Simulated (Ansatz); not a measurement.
`FC[SiH2][SiH3]` and `B[SiH2]CF` differ in one atom or group.

Ansatz, PBE0-D4/def2-TZVP geometries, multiplicity 1. Each molecule was computed in one conformer, which needn't be the lowest.

```csv
property,`FC[SiH2][SiH3]`
HOMO–LUMO gap (B3LYP/def2-TZVPP) / eV,7.83
LUMO energy (ωB97M-V/def2-TZVPP) / eV,1.64
HOMO–LUMO gap (ωB97M-V/def2-TZVPP) / eV,11.97
HOMO energy (PBE/def2-TZVPP) / eV,-7.04
HOMO energy (ωB97M-V/def2-TZVPP) / eV,-10.33
LUMO energy (B3LYP/def2-TZVPP) / eV,-0.24
```

Task: Give the same properties after the change, and the shifts. (An estimate is asked.)

Result: The calculation gave: 
| property | `B[SiH2]CF` | shift |
| --- | --- | --- |
| HOMO–LUMO gap (B3LYP/def2-TZVPP) / eV | 5.27 | -2.56 |
| LUMO energy (ωB97M-V/def2-TZVPP) / eV | -0.66 | -2.30 |
| HOMO–LUMO gap (ωB97M-V/def2-TZVPP) / eV | 9.88 | -2.09 |
| HOMO energy (PBE/def2-TZVPP) / eV | -6.90 | 0.14 |
| HOMO energy (ωB97M-V/def2-TZVPP) / eV | -10.54 | -0.21 |
| LUMO energy (B3LYP/def2-TZVPP) / eV | -2.83 | -2.59 |

With PBE0 the HOMO falls by 0.05 eV and the LUMO falls by 2.57 eV, so the gap narrows by about 2.52 eV. PBE moves the HOMO by 0.14 eV and ωB97M-V by -0.21 eV.

B3LYP here is the variant with VWN-RPA as its local correlation; programs differ in this.
